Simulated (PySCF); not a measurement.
F₄H₂Si₂, SMILES F[SiH]([SiH](F)F)F. Atoms are numbered in the order given.

```xyz
8

Si    -1.1101     0.3730     0.0000
F     -1.8407    -0.2478     1.3050
F     -1.8407    -0.2478    -1.3050
Si     1.1101    -0.3730     0.0000
F      1.8407     0.2478    -1.3050
F      1.8407     0.2478     1.3050
H     -1.3085     1.8438     0.0000
H      1.3085    -1.8438     0.0000
```
Charge 0, spin multiplicity 1.

Coordinates come from a r2SCAN-D4/def2-SVP optimisation. One conformer was computed; it need not be the lowest.

Two levels are set side by side: PBE/pcSseg-1 (PySCF) and PBE0/pcSseg-1 (PySCF). GIAO shifts against CFCl3 (¹⁹F), TMS (²⁹Si), TMS (¹H) at the same level; non-relativistic, no solvent, atoms listed together averaged. Differences are taken from unrounded values.

| quantity | PBE0 |
|---|---|
| δ(²⁹Si) of Si1, Si4 (ppm) | -2.5 |
| δ(¹⁹F) of F2, F3, F5, F6 (ppm) | -165.6 |
| δ(¹H) of H7, H8 (ppm) | 5.64 |

What does PBE give, and how far is it from PBE0? (Estimate from the structure and the level; the computed values follow.)


```tsv
quantity	PBE	PBE minus PBE0
δ(²⁹Si) of Si1, Si4 (ppm)	-1.5	1.0
δ(¹⁹F) of F2, F3, F5, F6 (ppm)	-179.8	-14.2
δ(¹H) of H7, H8 (ppm)	5.89	0.26
```

Rough cost on one machine, each run with all the roots and properties that it gave: PBE0 against PBE within a factor of 2.
